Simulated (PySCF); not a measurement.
## Spin states of CoH

Unrestricted PBE0; basis Co def2-TZVP, H def2-TZVP; no relativity; PySCF 2.14. Outer shells of the fragments: Co 3d7 4s2; H 1s1.

Followed along the bond (rough minima from three points):

```json
{"2Ms+1": "3", "unpaired": "π ↑, δ ↑", "⟨S²⟩ at the start": "2.02", "R at minimum (Å)": "1.53", "Te (eV)": "0.00"}
{"2Ms+1": "3", "unpaired": "σ ↑, δ ↑", "⟨S²⟩ at the start": "2.03", "R at minimum (Å)": "1.54", "Te (eV)": "0.02"}
{"2Ms+1": "3", "unpaired": "δ ↑↑", "⟨S²⟩ at the start": "2.12", "R at minimum (Å)": "1.48", "Te (eV)": "0.70"}
{"2Ms+1": "1", "unpaired": "π ↓, δ ↑", "⟨S²⟩ at the start": "1.00", "R at minimum (Å)": "1.53", "Te (eV)": "0.74"}
{"2Ms+1": "1", "unpaired": "σ ↓, δ ↑", "⟨S²⟩ at the start": "1.01", "R at minimum (Å)": "1.52", "Te (eV)": "0.78"}
{"2Ms+1": "1", "unpaired": "δ ↑↓", "⟨S²⟩ at the start": "1.00", "R at minimum (Å)": "1.46", "Te (eV)": "1.19"}
```

Solutions found at the starting distance of 1.390 Å, counted from the lowest of them; the search is not exhaustive and high or unbound solutions are not listed, so other states can lie among these:

```json
{"2Ms+1": "3", "unpaired": "π ↑, δ ↑", "term": "mixed", "E (eV)": "0.00", "⟨S²⟩": "2.02", "⟨Lz²⟩": "4.51", "μ (D)": "-2.68"}
{"2Ms+1": "3", "unpaired": "σ ↑, δ ↑", "term": "³Δ", "E (eV)": "0.03", "⟨S²⟩": "2.03", "⟨Lz²⟩": "4.01", "μ (D)": "-2.70"}
{"2Ms+1": "3", "unpaired": "δ ↑↑", "term": "³Σ⁻", "E (eV)": "0.61", "⟨S²⟩": "2.12", "⟨Lz²⟩": "0.00", "μ (D)": "-2.04"}
{"2Ms+1": "1", "unpaired": "π ↓, δ ↑", "term": "mixed", "E (eV)": "0.73", "⟨S²⟩": "1.00", "⟨Lz²⟩": "4.42", "μ (D)": "-2.69"}
{"2Ms+1": "1", "unpaired": "σ ↓, δ ↑", "term": "mixed", "E (eV)": "0.74", "⟨S²⟩": "1.01", "⟨Lz²⟩": "4.01", "μ (D)": "-2.59"}
{"2Ms+1": "1", "unpaired": "δ ↑↓", "term": "mixed", "E (eV)": "1.09", "⟨S²⟩": "1.00", "⟨Lz²⟩": "8.00", "μ (D)": "-2.27"}
{"2Ms+1": "5", "unpaired": "σ ↑↑, π ↑, δ ↑", "term": "mixed", "E (eV)": "1.23", "⟨S²⟩": "6.00", "⟨Lz²⟩": "4.61", "μ (D)": "-0.12"}
{"2Ms+1": "3", "unpaired": "σ ↑, π ↑", "term": "mixed", "E (eV)": "1.23", "⟨S²⟩": "2.15", "⟨Lz²⟩": "1.90", "μ (D)": "-2.41"}
{"2Ms+1": "5", "unpaired": "σ ↑↑, π ↑, δ ↑", "term": "mixed", "E (eV)": "1.34", "⟨S²⟩": "6.00", "⟨Lz²⟩": "4.99", "μ (D)": "0.00"}
{"2Ms+1": "1", "unpaired": "σ ↑, π ↓", "term": "mixed", "E (eV)": "1.62", "⟨S²⟩": "1.05", "⟨Lz²⟩": "1.84", "μ (D)": "-2.53"}
```

A term symbol is given only where ⟨S²⟩ and ⟨Lz²⟩ are close to those of a pure state; real π, δ and φ orbitals otherwise mix terms. A positive dipole means Co(−)H(+).

The state is the lowest single determinant that the PBE0 search found; with open d or f shells the true ground state can be another one.
